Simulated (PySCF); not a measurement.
B(Me)(vinyl)(NH2) (C3H8BN), SMILES C=CB(C)N.

Coordinates come from a B3LYP-D3(BJ)/def2-SVP optimisation. The structure was generated by enumeration, and PubChem lists no compound with its InChIKey, so it may never have been made. One conformer was computed; it need not be the lowest.

The numbers are results of PBE/def2-TZVP in PySCF, not measurements.

The molecule is in vacuum.

Computed frontier levels, gap, dipole moment and polarisability:
```
Quantity                                                                                                        Value
---------------------------------------------------------------------------------------------  ----------------------
highest occupied level                                                                                       -6.24 eV
lowest empty level                                                                                           -1.47 eV
orbital gap                                                                                                   4.77 eV
dipole moment                                                                                                  1.33 D
quadrupole, principal values (traceless, Buckingham form, about the centre of nuclear charge)  -5.01, -0.52, 5.53 D·Å
mean static polarisability                                                                       61.5 bohr³ (9.11 Å³)
polarisability, principal values                                                               44.7, 63.0, 76.7 bohr³
```
